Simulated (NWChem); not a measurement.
System: SiNH4Br; SMILES Br[SiH2]N

NWChem input:

```
start job
memory heap 200 mb stack 900 mb global 1100 mb
geometry units angstroms noautosym nocenter noautoz
  Si     0.571168     1.047197     0.050733
  N     -0.727174     2.171040     0.128364
  Br     0.008776    -1.114022    -0.374998
  H      1.461836     1.450307    -1.058747
  H      1.242627     1.029358     1.368150
  H     -1.364597     2.146802     0.916456
  H     -1.216758     2.430752    -0.720656
end
basis spherical
  Si library pcsseg-1
  N library pcsseg-1
  Br library pcsseg-1
  H library pcsseg-1
end
dft
  xc bhlyp
  iterations 150
end
property
  shielding 5 1 2 3 4 6
end
task dft property
```

Structure relaxed at the B3LYP/6-31G* (spherical d) level.

GIAO values for the isolated, static molecule; σ is the absolute isotropic shielding, δ = σ(reference) − σ with the isolated reference molecule computed at the same levels (1H: tetramethylsilane, 15N: ammonia, 29Si: tetramethylsilane). Spin-orbit effects, on the heavy nuclei and on their neighbours, are missing.

Atoms are numbered as in the input.

Question: What results follow from this input? (BHandHLYP/pcSseg-1, GIAO.) Quantities: δ Si1 (ppm); δ N2 (ppm); σ Br3 (ppm); δ H4 (ppm); δ H6 (ppm).

Answer: 
```
Property     Result
-----------  ------
δ Si1 (ppm)   -19.9
δ N2 (ppm)     32.6
σ Br3 (ppm)  2557.8
δ H4 (ppm)     5.18
δ H6 (ppm)     1.24
```
